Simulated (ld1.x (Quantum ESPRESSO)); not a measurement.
**Reading a pseudo-wave (O)**

Columns: radius, all-electron u(r) and pseudo u(r) of the 2s shell (level -24.21 eV) of oxygen in the configuration [He] 2s1 2p5; LDA (PZ), scalar-relativistic, ultrasoft scheme, ld1.x (Quantum ESPRESSO) 7.5.

```tsv
r (bohr)	all-electron	pseudo
0.068	0.3873	-0.1405
0.135	0.3975	-0.2754
0.202	0.2425	-0.4034
0.270	0.0239	-0.5233
0.338	-0.2007	-0.6305
0.405	-0.4015	-0.7222
0.473	-0.5731	-0.7999
0.540	-0.7077	-0.8610
0.608	-0.8104	-0.9078
0.675	-0.8818	-0.9398
0.742	-0.9275	-0.9588
0.810	-0.9520	-0.9666
0.878	-0.9588	-0.9640
0.945	-0.9517	-0.9528
1.013	-0.9335	-0.9336
1.080	-0.9076	-0.9076
1.148	-0.8753	-0.8753
1.215	-0.8394	-0.8394
1.283	-0.8002	-0.8002
1.350	-0.7600	-0.7600
1.418	-0.7186	-0.7186
1.485	-0.6778	-0.6778
1.553	-0.6370	-0.6370
1.620	-0.5977	-0.5977
1.688	-0.5592	-0.5592
1.755	-0.5226	-0.5226
```

How many radial nodes do the two functions have?

The all-electron 2s function has n − l − 1 = 1; the pseudo-wave has 0, since the states of the same l below it are removed with the core.

At about which radius was the pseudo-wave matched?

1.05 bohr, where the columns begin to agree (steps of 0.07 bohr).

Where does each function peak?

Outermost all-electron maximum near 0.88 bohr, pseudo maximum near 0.81 bohr (to the table’s step).

Is the pseudo-wave norm-conserving?

No, it belongs to an ultrasoft set: the norm inside the radius is not constrained, and the difference is carried by the augmentation charge.
